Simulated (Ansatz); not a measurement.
CdCl2, SMILES [Cl][Cd][Cl].

Geometry: B3LYP-D3(BJ)/def2-TZVP. The isomer is the one that the SMILES or the coordinates give; other isomers of the formula were not compared. The def2 effective core potentials stand for the cores of Cd; spin–orbit coupling is left out.

Two levels are set side by side: PBE/def2-TZVPD (Ansatz, a program for electronic structure) and PBE0/def2-TZVPD (Ansatz). Energy differences of separate SCF runs at the same geometry; the states with an electron removed or added have multiplicity 2 and 2. Differences are taken from unrounded values.

| quantity | PBE0 |
|---|---|
| vertical ionisation energy (eV) | 11.03 |
| vertical electron affinity (eV) | 0.64 |
| vertical singlet–triplet gap (eV) | 4.91 |

### Question
What does PBE give, and how far is it from PBE0? (Estimate from the structure and the level; the computed values follow.)

### Answer

| quantity | PBE | PBE minus PBE0 |
|---|---|---|
| vertical ionisation energy (eV) | 10.60 | -0.43 |
| vertical electron affinity (eV) | 0.74 | 0.10 |
| vertical singlet–triplet gap (eV) | 4.37 | -0.53 |
